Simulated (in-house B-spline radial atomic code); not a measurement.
A fraction x of an electron is removed from 3p in Ga5+, starting from [Ar] 3d8 and keeping the highest spin. All numbers are computed (non-relativistic Hartree-Fock with fractional occupations, spin-polarised, spherical fractional occupations; point nucleus) with a B-spline radial code for spherical atoms, not measured.

Caution: exact exchange at fractional occupations of open shells leaves self-interaction of up to several eV.

```csv
x,E(x) - E(0) (eV),3p down level (eV)
0,0.0000,-201.701
0.12,24.3118,-203.498
0.19,?,?
0.36,73.5871,-207.138
0.4,81.8848,-207.751
0.5,102.7367,-209.289
0.53,109.0223,-209.752
0.71,147.0290,-212.549
0.8,?,?
0.94,196.3305,-216.167
1,209.3291,-217.119
```

Q: What belongs in the row x = 0.19?

A: An energy change of 38.5936 eV; 3p down at -204.554 eV.

Q: What belongs in the row x = 0.8?

A: An energy change of 166.2219 eV; 3p down at -213.959 eV.

Q: Check Janak's theorem between x = 0.36 and 0.4.

A: The slope of the energy is 207.44 eV; the orbital levels give 207.44 eV (-ε of the emptying orbital, averaged over the two points).
